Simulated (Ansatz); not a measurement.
```yaml
crystal:
  periodic: [false, false, false]
  atoms:
    - {symbol: W, position_ang: [-1.010337, -1.199939, -0.128567]}
    - {symbol: W, position_ang: [0.271312, 0.530855, -1.008210]}
    - {symbol: W, position_ang: [0.703762, 0.595352, 1.276471]}
    - {symbol: Se, position_ang: [-0.146169, 2.711739, 0.551499]}
    - {symbol: Se, position_ang: [0.472262, -2.054807, -1.801622]}
    - {symbol: Se, position_ang: [2.752973, 0.336612, 0.066505]}
    - {symbol: Se, position_ang: [-0.625236, -1.248366, 2.358690]}
    - {symbol: Se, position_ang: [-2.418566, 0.328564, -1.314767]}
basis:
  gaussian: {orbitals: def2-TZVP}
total_charge: 1
magnetization: {spin_polarized: true, initial_magnetization: 1}
hamiltonian: {xc: pbe0, dispersion: d4}
scf: {omitted_lower_state_checks: [starts]}
output: {orbitals: {seedname: orbitals}}
```

```sh
$ ansatz run in.yaml --threads 4 --pin off --events-out ev --progress --plain --max-ram 6963MiB
```

**Question.** Does this run fit into the memory that it is given?

**Answer.** No. It has 360 basis functions, and Ansatz plans for 8 GiB where 7 GiB are given.
